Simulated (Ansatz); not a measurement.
Basis-set extrapolation for `FC(F)(F)C(Cl)(Cl)Cl` (PBE0-D4/def2-TZVP geometry, frozen core, Ansatz 0.2.0). Multiplicity 1, RHF reference.

```
                       def2-TZVPP    def2-QZVPP
                 HF  -1752.728465  -1752.782237
    MP2 correlation     -1.631126     -1.784572
CCSD(T) correlation     -1.739088       not run
```

Energies in hartree. Use E(X) = E(∞) + A·exp(−7.88·√X) for Hartree–Fock and E(X) = E(∞) + B·X^(−2.97) for correlation, with X = 3 and 4, and add CCSD(T) minus MP2 of the smaller set to the MP2 limit.

Task: What is the CCSD(T) energy at the basis-set limit?

Result: HF limit: -1752.782237 + (-0.053772) × 0.13774 = -1752.78964. MP2 limit: -1.784572 + (-0.153446) × 0.74074 = -1.89824. Higher-order term: -1.739088 − (-1.631126) = -0.10796. Total: -1754.79584 hartree, 8.93 eV below CCSD(T)/def2-TZVPP.
